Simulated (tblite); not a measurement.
Parent: `[NH2:1][C:2](=[O:3])[Si@H:4]1[CH2:5][CH2:6][O:7]1` with H–N1–C2–O3 4° and 172°, N1–C2–Si4–C5 -73°, C2–Si4–C5–C6 115°, Si4–C5–C6–O7 -8°, C5–C6–O7–Si4 9°, C2–Si4–O7–C6 -128°, C3H7NO2Si.

Computed geometry: GFN2-xTB, gas phase. One conformer each, not checked by frequencies here.

```csv
coordinate of the parent,value
N1–C2,1.350 Å
C2=O3,1.215 Å
C2–Si4,1.915 Å
Si4–C5,1.912 Å
C5–C6,1.529 Å
C6–O7,1.431 Å
Si4–O7,1.667 Å
N1–C2–O3,122.3°
N1–C2–Si4,116.0°
O3–C2–Si4,121.7°
C2–Si4–C5,123.1°
C2–Si4–O7,111.2°
C5–Si4–O7,78.6°
Si4–C5–C6,83.7°
C5–C6–O7,100.4°
Si4–O7–C6,96.3°
```

How does the shared frame change in `[CH3:1][CH:2]([CH3:3])[C@@H:4]1[CH2:5][Si@@H:6]([C:7]([NH2:8])=[O:9])[O:10]1` with C1–C2–C4–C5 167°, C5–Si6–C7–N8 77°, Si6–C7–N8–H 176° and 6°, C2–C4–C5–Si6 -110°, C4–C5–Si6–C7 -115°, C5–Si6–O10–C4 8°, C2–C4–O10–Si6 111°, C6H13NO2Si? Atoms pair as N1 = N8, C2 = C7, O3 = O9, Si4 = Si6, C5 = C5, C6 = C4, O7 = O10 (parent first).

```
   parent    relative  value in the relative  change
    N1–C2       N8–C7                1.350 Å   0.000
    C2=O3       C7=O9                1.215 Å   0.000
   C2–Si4      C7–Si6                1.913 Å  -0.002
   Si4–C5      Si6–C5                1.907 Å  -0.005
    C5–C6       C5–C4                1.535 Å  +0.006
    C6–O7      C4–O10                1.441 Å  +0.010
   Si4–O7     Si6–O10                1.661 Å  -0.006
 N1–C2–O3    N8–C7–O9                 122.2°    -0.1
N1–C2–Si4   N8–C7–Si6                 116.0°     0.0
O3–C2–Si4   O9–C7–Si6                 121.7°     0.0
C2–Si4–C5   C7–Si6–C5                 123.7°    +0.6
C2–Si4–O7  C7–Si6–O10                 111.0°    -0.2
C5–Si4–O7  C5–Si6–O10                  78.8°    +0.2
Si4–C5–C6   Si6–C5–C4                  83.9°    +0.2
 C5–C6–O7   C5–C4–O10                  99.6°    -0.8
Si4–O7–C6  Si6–O10–C4                  96.4°    +0.1
```

Of the parent's bonds, C6–O7 changes most (+0.010 Å). Bonds of the relative outside the shared frame: C1–C2 1.527, C2–C3 1.526, C2–C4 1.524 Å. Point group C1 → C1.

How does the shared frame change in `[NH2:1][C:2](=[O:3])[Si@@H:4]1[CH2:5][C@@H:6]([CH2:7][OH:8])[O:9]1` with H–N1–C2–O3 -173° and -4°, N1–C2–Si4–C5 70°, C5–C6–C7–O8 56°, C6–C7–O8–H 61°, C2–Si4–C5–C6 -114°, Si4–C5–C6–C7 -109°, C5–C6–O9–Si4 -9°, C2–Si4–O9–C6 127°, C4H9NO3Si? Atoms pair as N1 = N1, C2 = C2, O3 = O3, Si4 = Si4, C5 = C5, C6 = C6, O7 = O9 (parent first).

```tsv
parent	relative	value in the relative	change
N1–C2	N1–C2	1.350 Å	0.000
C2=O3	C2=O3	1.215 Å	0.000
C2–Si4	C2–Si4	1.914 Å	-0.001
Si4–C5	Si4–C5	1.905 Å	-0.007
C5–C6	C5–C6	1.532 Å	+0.003
C6–O7	C6–O9	1.436 Å	+0.005
Si4–O7	Si4–O9	1.672 Å	+0.005
N1–C2–O3	N1–C2–O3	122.3°	0.0
N1–C2–Si4	N1–C2–Si4	116.2°	+0.2
O3–C2–Si4	O3–C2–Si4	121.5°	-0.2
C2–Si4–C5	C2–Si4–C5	122.3°	-0.8
C2–Si4–O7	C2–Si4–O9	110.5°	-0.7
C5–Si4–O7	C5–Si4–O9	78.8°	+0.2
Si4–C5–C6	Si4–C5–C6	84.0°	+0.3
C5–C6–O7	C5–C6–O9	100.2°	-0.2
Si4–O7–C6	Si4–O9–C6	96.1°	-0.2
```

Of the parent's bonds, Si4–C5 changes most (-0.007 Å). Bonds of the relative outside the shared frame: C6–C7 1.525, C7–O8 1.401 Å. Point group C1 → C1.

How does the shared frame change in `[NH2:1][C:2](=[O:3])[Si@@H:4]1[CH2:5][C@@H:6]([CH:7]2[CH2:8][CH2:9]2)[O:10]1` with H–N1–C2–O3 -173° and -4°, N1–C2–Si4–C5 77°, C5–C6–C7–C8 75°, C6H11NO2Si? Atoms pair as N1 = N1, C2 = C2, O3 = O3, Si4 = Si4, C5 = C5, C6 = C6, O7 = O10 (parent first).

```csv
parent,relative,value in the relative,change
N1–C2,N1–C2,1.350 Å,0.000
C2=O3,C2=O3,1.215 Å,0.000
C2–Si4,C2–Si4,1.914 Å,-0.001
Si4–C5,Si4–C5,1.906 Å,-0.006
C5–C6,C5–C6,1.537 Å,+0.008
C6–O7,C6–O10,1.438 Å,+0.007
Si4–O7,Si4–O10,1.664 Å,-0.003
N1–C2–O3,N1–C2–O3,122.2°,-0.1
N1–C2–Si4,N1–C2–Si4,116.3°,+0.3
O3–C2–Si4,O3–C2–Si4,121.5°,-0.2
C2–Si4–C5,C2–Si4–C5,122.4°,-0.7
C2–Si4–O7,C2–Si4–O10,111.5°,+0.3
C5–Si4–O7,C5–Si4–O10,79.0°,+0.4
Si4–C5–C6,Si4–C5–C6,84.0°,+0.3
C5–C6–O7,C5–C6–O10,99.9°,-0.5
Si4–O7–C6,Si4–O10–C6,96.6°,+0.3
```

Of the parent's bonds, C5–C6 and C6–O7 change most and about equally (+0.007 to +0.008 Å). Bonds of the relative outside the shared frame: C6–C7 1.506, C7–C8 1.497, C8–C9 1.498, C7–C9 1.498 Å. Point group C1 → C1.

How does the shared frame change in `[CH3:1][CH2:2][O:3][C@@H:4]1[CH2:5][Si@H:6]([C:7]([NH2:8])=[O:9])[O:10]1` with C1–C2–O3–C4 -175°, C2–O3–C4–C5 178°, C5–Si6–C7–N8 -42°, Si6–C7–N8–H -178° and -2°, O3–C4–C5–Si6 -107°, C4–C5–Si6–C7 99°, C5–Si6–O10–C4 8°, O3–C4–O10–Si6 105°, C5H11NO3Si? Atoms pair as N1 = N8, C2 = C7, O3 = O9, Si4 = Si6, C5 = C5, C6 = C4, O7 = O10 (parent first).

```csv
parent,relative,value in the relative,change
N1–C2,N8–C7,1.349 Å,-0.001
C2=O3,C7=O9,1.215 Å,0.000
C2–Si4,C7–Si6,1.926 Å,+0.011
Si4–C5,Si6–C5,1.913 Å,+0.001
C5–C6,C5–C4,1.527 Å,-0.002
C6–O7,C4–O10,1.429 Å,-0.002
Si4–O7,Si6–O10,1.672 Å,+0.005
N1–C2–O3,N8–C7–O9,122.8°,+0.5
N1–C2–Si4,N8–C7–Si6,113.3°,-2.7
O3–C2–Si4,O9–C7–Si6,123.9°,+2.2
C2–Si4–C5,C7–Si6–C5,113.2°,-9.9
C2–Si4–O7,C7–Si6–O10,110.2°,-1.0
C5–Si4–O7,C5–Si6–O10,78.4°,-0.2
Si4–C5–C6,Si6–C5–C4,83.6°,-0.1
C5–C6–O7,C5–C4–O10,100.5°,+0.1
Si4–O7–C6,Si6–O10–C4,96.1°,-0.2
```

Of the parent's bonds, C2–Si4 changes most (+0.011 Å). Bonds of the relative outside the shared frame: C1–C2 1.519, C2–O3 1.424, O3–C4 1.385 Å. Point group C1 → C1.
